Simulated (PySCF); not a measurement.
Gas-phase reaction: 3 In(CH3)3 + 2 C3H6 (cyclic) ⇌ 3 InH + 3 CH3C(CH3)2CH3

Computed with PySCF and rigid-rotor harmonic-oscillator thermochemistry at 1 bar. † marks an energy on the PBE0/def2-TZVP geometry and frequencies. All species are closed-shell singlets. B3LYP is the form with VWN-RPA correlation. In: scalar-relativistic def2 core potential, no spin-orbit coupling. InH: computed as isolated molecules; such fragments, hydroxides, amides, oligomers or adducts are transient or little studied in the gas.

ωB97M-V/def2-TZVP† gives ΔH°(298 K) = -213 kJ.

Task: What do LDA/def2-TZVP†, B3LYP/def2-TZVP†, BLYP/def2-TZVP† give?

Result: LDA/def2-TZVP†: -219 kJ; B3LYP/def2-TZVP†: -243 kJ; BLYP/def2-TZVP†: -232 kJ. For scale, ΔH°(298 K) is -213 kJ at this level, -202 kJ at ωB97X-V/def2-TZVP†, and runs from -358 to -178 kJ over the 15 levels computed.
